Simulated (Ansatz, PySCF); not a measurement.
The pair A = CH4 (SMILES C) (first 5 atoms), B = GeH4 (SMILES [GeH4]); geometry from B3LYP-D3(BJ)/def2-TZVP.
(charge 0, multiplicity 1):
```xyz
10

C     -0.002     0.153     0.241
H     -0.922    -0.330     0.568
H      0.853    -0.442     0.558
H     -0.002     0.239    -0.844
H      0.064     1.146     0.684
Ge     0.002    -0.153     4.057
H      0.957    -1.191     3.451
H      0.460     1.258     3.663
H      0.011    -0.284     5.588
H     -1.421    -0.396     3.533
```

Cores are frozen in the correlated methods. Filled d and f shells under p-block atoms count as core. CBS(a, b) extrapolates the correlation energy as X⁻³ and adds the Hartree–Fock energy of set b. MP2 and its Hartree–Fock in aug-cc-pVTZ are density fitted.

The values were computed with Ansatz (an electronic-structure program); PySCF for the dispersion terms. Values without a source in brackets are computed.

The monomers are drawn apart, rigid, along the line of their centres of mass. Counterpoise-corrected interaction energies (kcal/mol):

| level | R = 5.360 Å | R = 6.891 Å |
|---|---|---|
| PBE-D3(BJ)/def2-TZVPPD | -0.2379 | -0.0406 |
| wB97M-V/def2-TZVPPD | -0.1820 | -0.0344 |
| MP2/CBS(aug-cc-pVDZ, aug-cc-pVTZ) + ΔCCSD(T)/aug-cc-pVDZ | -0.1723 | -0.0345 |

Task: R is the distance of the centres of mass. Find the local exponent m of E ∝ R⁻ᵐ between the two points.

Result: 
m = ln(E₁/E₂)/ln(R₂/R₁): PBE-D3(BJ)/def2-TZVPPD 7.0; wB97M-V/def2-TZVPPD 6.6; MP2/CBS(aug-cc-pVDZ, aug-cc-pVTZ) + ΔCCSD(T)/aug-cc-pVDZ 6.4. For scale, two fixed dipoles give m = 3, dipole and quadrupole 4, quadrupoles 5, and dispersion or dipole-induced dipole 6 at long range; at these distances several terms mix, and what is left of overlap and damping shifts m, so it need not match one of them.
